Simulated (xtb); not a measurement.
Input file for xtb: GFN2-xTB on F2Mg (SMILES [F][Mg][F]), a point of a bond scan (R = 1.926 Å).

```
$ xtb mol.xyz --gfn 2 --sp --chrg 0 --uhf 0
3

Mg     0.00000000     0.00000000     0.00000000
F      0.00000000     0.00000000     1.92610664
F     -0.00000000    -0.00000000    -1.75100604
```

Program output:

```
[...]
           -------------------------------------------------
          |                Calculation Setup                |
           -------------------------------------------------



           -------------------------------------------------
          |                 G F N 2 - x T B                 |
           -------------------------------------------------

        Reference                      10.1021/acs.jctc.8b01176
      * Hamiltonian:
        H0-scaling (s, p, d)           1.850000    2.230000    2.230000
        zeta-weighting                 0.500000
      * Dispersion:
        s8                             2.700000
        a1                             0.520000
        a2                             5.000000
        s9                             5.000000
      * Repulsion:
        kExp                           1.500000    1.000000
        rExp                           1.000000
      * Coulomb:
        alpha                          2.000000
        third order                    shell-resolved
        anisotropic                    true
        a3                             3.000000
        a5                             4.000000
        cn-shift                       1.200000
        cn-exp                         4.000000
        max-rad                        5.000000


          ...................................................
          :                      SETUP                      :
          :.................................................:
          :  # basis functions                  18          :
          :  # atomic orbitals                  17          :
          :  # shells                            7          :
          :  # electrons                        16          :
          :  max. iterations                   250          :
          :  Hamiltonian                  GFN2-xTB          :
          :  restarted?                      false          :
          :  GBSA solvation                  false          :
          :  PC potential                    false          :
          :  electronic temp.          300.0000000     K    :
          :  accuracy                    1.0000000          :
          :  -> integral cutoff          0.2500000E+02      :
          :  -> integral neglect         0.1000000E-07      :
          :  -> SCF convergence          0.1000000E-05 Eh   :
          :  -> wf. convergence          0.1000000E-03 e    :
          :  Broyden damping             0.4000000          :
          :  net charge                          0          :
          :  unpaired electrons                  0          :
          ...................................................

 iter      E             dE          RMSdq      gap      omega  full diag
   1     -9.0369692 -0.903697E+01  0.285E+01    0.67       0.0  T
   2     -9.6529640 -0.615995E+00  0.132E+01    8.94       1.0  T
   3     -9.9887296 -0.335766E+00  0.140E+01    1.20       1.0  T
   4     -9.5906439  0.398086E+00  0.103E+01    0.95       1.0  T
   5    -10.0919716 -0.501328E+00  0.106E+01    2.04       1.0  T
   6     -9.7843288  0.307643E+00  0.117E+01    0.93       1.0  T
   7    -10.0447634 -0.260435E+00  0.845E+00    3.03       1.0  T
   8    -10.0612073 -0.164439E-01  0.755E+00    2.92       1.0  T
   9    -10.0622311 -0.102374E-02  0.727E+00    2.93       1.0  T
  10    -10.0998601 -0.376291E-01  0.205E+00    2.04       1.0  T
  11    -10.1038448 -0.398471E-02  0.271E+00    2.38       1.0  T
  12    -10.1070070 -0.316220E-02  0.152E+00    2.28       1.0  T
  13    -10.1078163 -0.809290E-03  0.124E+00    2.25       1.0  T
  14    -10.1092438 -0.142750E-02  0.319E-01    2.15       1.0  T
  15    -10.1093243 -0.804847E-04  0.822E-02    2.12       1.0  T
  16    -10.1093280 -0.366124E-05  0.341E-02    2.12       1.7  T
  17    -10.1093286 -0.625825E-06  0.449E-03    2.11      12.9  T
  18    -10.1093286 -0.153051E-07  0.246E-03    2.11      23.5  T
  19    -10.1093286 -0.584751E-08  0.998E-05    2.11     578.2  T
  20    -10.1093286 -0.477307E-11  0.401E-05    2.11    1440.6  T

   *** convergence criteria satisfied after 20 iterations ***

         #    Occupation            Energy/Eh            Energy/eV
      -------------------------------------------------------------
         1        2.0000           -0.8153302             -22.1863
         2        2.0000           -0.7949524             -21.6318
         3        2.0000           -0.5297305             -14.4147
         4        2.0000           -0.5059985             -13.7689
         5        2.0000           -0.5059985             -13.7689
         6        2.0000           -0.4921729             -13.3927
         7        2.0000           -0.4908263             -13.3561
         8        2.0000           -0.4908263             -13.3561 (HOMO)
         9                         -0.4131659             -11.2428 (LUMO)
        10                         -0.0963800              -2.6226
        11                         -0.0963800              -2.6226
        12                         -0.0171511              -0.4667
        13                         -0.0171511              -0.4667
       ...                                ...                  ...
        17                          0.8906511              24.2359
      -------------------------------------------------------------
                  HL-Gap            0.0776604 Eh            2.1132 eV
             Fermi-level           -0.4519961 Eh          -12.2994 eV

 SCC (total)                   0 d,  0 h,  0 min,  0.005 sec
 SCC setup                      ...        0 min,  0.000 sec (  3.755%)
 Dispersion                     ...        0 min,  0.000 sec (  1.079%)
 classical contributions        ...        0 min,  0.000 sec (  1.047%)
 integral evaluation            ...        0 min,  0.001 sec ( 12.816%)
 iterations                     ...        0 min,  0.003 sec ( 64.522%)
 molecular gradient             ...        0 min,  0.001 sec ( 14.022%)
 printout                       ...        0 min,  0.000 sec (  2.408%)

         :::::::::::::::::::::::::::::::::::::::::::::::::::::
         ::                     SUMMARY                     ::
         :::::::::::::::::::::::::::::::::::::::::::::::::::::
         :: total energy             -10.103354925097 Eh    ::
         :: gradient norm              0.040326662793 Eh/a0 ::
         :: HOMO-LUMO gap              2.113245705746 eV    ::
         ::.................................................::
         :: SCC energy               -10.109328657502 Eh    ::
         :: -> isotropic ES            0.110635355453 Eh    ::
         :: -> anisotropic ES          0.007132213519 Eh    ::
         :: -> anisotropic XC         -0.002922969620 Eh    ::
         :: -> dispersion             -0.000644654508 Eh    ::
         :: repulsion energy           0.005973732405 Eh    ::
         :: add. restraining           0.000000000000 Eh    ::
         :: total charge              -0.000000000000 e     ::
         :::::::::::::::::::::::::::::::::::::::::::::::::::::

           -------------------------------------------------
          |                Property Printout                |
           -------------------------------------------------

    * Orbital Energies and Occupations

         #    Occupation            Energy/Eh            Energy/eV
      -------------------------------------------------------------
         1        2.0000           -0.8153302             -22.1863
         2        2.0000           -0.7949524             -21.6318
         3        2.0000           -0.5297305             -14.4147
         4        2.0000           -0.5059985             -13.7689
         5        2.0000           -0.5059985             -13.7689
         6        2.0000           -0.4921729             -13.3927
Note: The following floating-point exceptions are signalling: IEEE_UNDERFLOW_FLAG IEEE_DENORMAL
normal termination of xtb
         7        2.0000           -0.4908263             -13.3561
         8        2.0000           -0.4908263             -13.3561 (HOMO)
         9                         -0.4131659             -11.2428 (LUMO)
        10                         -0.0963800              -2.6226
        11                         -0.0963800              -2.6226
        12                         -0.0171511              -0.4667
        13                         -0.0171511              -0.4667
        14                          0.0617957               1.6815
        15                          0.0617957               1.6815
        16                          0.3355143               9.1298
        17                          0.8906511              24.2359
      -------------------------------------------------------------
                  HL-Gap            0.0776604 Eh            2.1132 eV
             Fermi-level           -0.4519961 Eh          -12.2994 eV

     #   Z          covCN         q      C6AA      α(0)
     1  12 Mg       1.274     0.553   184.766    37.538
     2   9 F        0.635    -0.282    12.145     4.112
     3   9 F        0.639    -0.271    12.024     4.092

 Mol. C6AA /au·bohr⁶  :        369.773518
 Mol. C8AA /au·bohr⁸  :      22718.874134
 Mol. α(0) /au        :         45.742150


Wiberg/Mayer (AO) data.
largest (>0.10) Wiberg bond orders for each atom

 ---------------------------------------------------------------------------
     #   Z sym  total        # sym  WBO       # sym  WBO       # sym  WBO
 ---------------------------------------------------------------------------
     1  12 Mg   2.132 --     3 F    1.085     2 F    1.047
     2   9 F    1.193 --     1 Mg   1.047     3 F    0.146
     3   9 F    1.231 --     1 Mg   1.085     2 F    0.146
 ---------------------------------------------------------------------------

Topologies differ in total number of bonds
Writing topology from bond orders to xtbtopo.mol

molecular dipole:
                 x           y           z       tot (Debye)
 q only:        0.000       0.000      -0.129
   full:       -0.000      -0.000      -0.130       0.331
molecular quadrupole (traceless):
                xx          xy          yy          xz          yz          zz
 q only:        3.350       0.000       3.350       0.000       0.000      -6.700
  q+dip:        3.927       0.000       3.927      -0.000       0.000      -7.855
   full:        6.112      -0.000       6.112       0.000      -0.000     -12.224


           -------------------------------------------------
          | TOTAL ENERGY              -10.103354925097 Eh   |
          | GRADIENT NORM               0.040326662793 Eh/α |
          | HOMO-LUMO GAP               2.113245705746 eV   |
           -------------------------------------------------

------------------------------------------------------------------------
------------------------------------------------------------------------
 total:
 SCF:
```

The run finished.

Cost: roughly 0.07 core-seconds.
